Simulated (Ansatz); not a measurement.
`CC(C)[SiH3]` + `C[O][GeH]([F])[SH]` → `C[O][GeH]([F])[S]C` + `CC[SiH3]`  (substitution at a C–C bond)

Computed with Ansatz on PBE0-D4/def2-TZVP structures; ΔE is electronic, products minus reactants. CCSD(T)/CBS adds triple-zeta CCSD(T) − MP2 to the extrapolated MP2 energy (def2 sets, frozen cores). DFT in def2-TZVPP. For Ge outer-core shells are correlated without core-valence functions, which leaves a few kJ/mol of doubt a bond. Scalar relativity is left out up to krypton. Each species was taken in one conformer, which may not be the lowest.

```tsv
level	ΔE (kJ/mol)
PBE-D4	6.5
MP2/def2-QZVPP	10.1
```

**Question.** What does CCSD(T)/CBS give? (An estimate is asked.)

**Answer.** The calculation gave: +9.1 kJ/mol. The listed levels differ from it by -2.6, 1.0 kJ/mol.

Largest T1 diagnostic among the species: 0.012.

In def2-TZVPP, CCSD(T) changes the Hartree–Fock value by +6.5 kJ/mol (the triples alone add −0.1 kJ/mol) and MP2 by +6.3 kJ/mol.
